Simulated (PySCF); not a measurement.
# What settings do to a single point of ErF3(H2O)

The sound run of ErF3(H2O) (singlet in the valence; each metal's 4f electrons, 11 of them, lie in its core potential, out of spins and levels) uses PySCF 2.14.0, RKS BP86, Er lcecp-1-SVP with ECP57, F def2-SVP, O def2-SVP, H def2-SVP; non-relativistic Hamiltonian with scalar-relativistic core potentials where named; density fitting; no spin-orbit coupling, grid (50, 194), threshold 1e-8 Eh and 55 cycles, at the relaxed geometry:

```xyz
7

Er    0.0801   -0.0706    0.0706
F     1.0877    1.3160    1.1279
F    -1.2821   -1.1166    1.1166
F     1.0877   -1.1279   -1.3160
O    -1.2700    1.3199   -1.3199
H    -1.6472    2.1888   -1.0811
H    -1.6472    1.0811   -2.1888
```

There Er1 has a Mulliken charge of 0.97 e and the dipole about the centre of mass is 6.93 D. Each run below changes one thing and starts from free metal ions and neutral atoms unless it says otherwise; with 55 cycles, smearing, a level shift and second-order steps follow where DIIS fails, and their cycles count. Energy shifts count from the sound run. On f atoms grids over 110 angular points are at least (60, 302).

```csv
change,outcome,cycles,energy shift (eV),largest force component (eV/Å),charge on Er1 (e),dipole about the centre of mass (D)
"spin (2S) set to 12, limit 92 cycles",not converged,92,–,–,–,–
threshold 1e-06,converged,7,0.0000,0.00,0.97,6.93
start from a density of up to 30 smeared cycles (not counted),converged,8,0.0000,0.00,0.97,6.93
all coordinates × 1.12,converged,10,2.10,3.44,1.10,7.55
```

Q: How does the run with this change end: F4 put 0.5 Å from Er1, limit 57 cycles?

A: outcome converged, cycles 13, energy shift (eV) 761.84, largest force component (eV/Å) 2764.48, charge on Er1 (e) 0.18, dipole about the centre of mass (D) 5.73.

Unsound on purpose, so not properties of the compound: F4 put 0.5 Å from Er1, limit 57 cycles.

Forces carry noise of the integration grid, about 0.01 to 0.03 eV/Å.

An lcecp potential fixes the number of 4f electrons, so in runs with it no electron can move into or out of that shell.
